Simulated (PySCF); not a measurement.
**Run times: krypton in x2c-QZVPPall**

Measured wall times of calculations with PySCF 2.14 in x2c-QZVPPall (11s8p5d4f1g, 97 functions), with the spin-free X2C one-electron Hamiltonian (Gaussian nucleus), run from one Python driver. Hardware: 1 thread of Neoverse-N1 on a shared host, 1.3 GiB allowed. The two-electron integrals over 97 functions were computed once and kept in memory (2.1 CPU seconds with the set-up); the times below exclude them. Kohn-Sham runs start from converged Hartree-Fock orbitals.

Launch command (the driver calls PySCF for each step listed in the task file):

```bash
OMP_NUM_THREADS=1 python atomrun2.py TASK.json OUT
```

```tsv
species	step	iterations	wall time (s)
Kr⁺ [Ar] 3d10 4s1 4p6	UHF	1	1.3
Kr⁺ [Ar] 3d10 4s1 4p6	LDA	6	1.4
Kr⁺ [Ar] 3d10 4s1 4p6	PBE	7	2.5
Kr⁺ [Ar] 3d10 4s1 4p6	PBE0	7	3.3
Kr⁺ [Ar] 3d10 4s1 4p6	r2SCAN	7	5.8
Kr⁺ [Ar] 3d10 4s1 4p6	CAM-B3LYP	7	6.1
Kr⁺ [Ar] 3d10 4s1 4p6	M06	7	6.7
Kr⁺ [Ar] 3d10 4s1 4p6	revPBE	7	2.4
Kr⁺ [Ar] 3d10 4s1 4p6	B2PLYP	7	4.1
Kr⁺ [Ar] 3d10 4s1 4p6	ROHF	6	0.85
Kr⁺ [Ar] 3d10 4s1 4p6	MP2 (7 electrons)		0.8
```

Roughly how long does MP2 (25 electrons) take for Kr⁺ [Ar] 3d10 4s1 4p6 here?

About 1.7 s.

Peak memory of the process: 0.42 GiB. Times on a shared host vary from run to run.
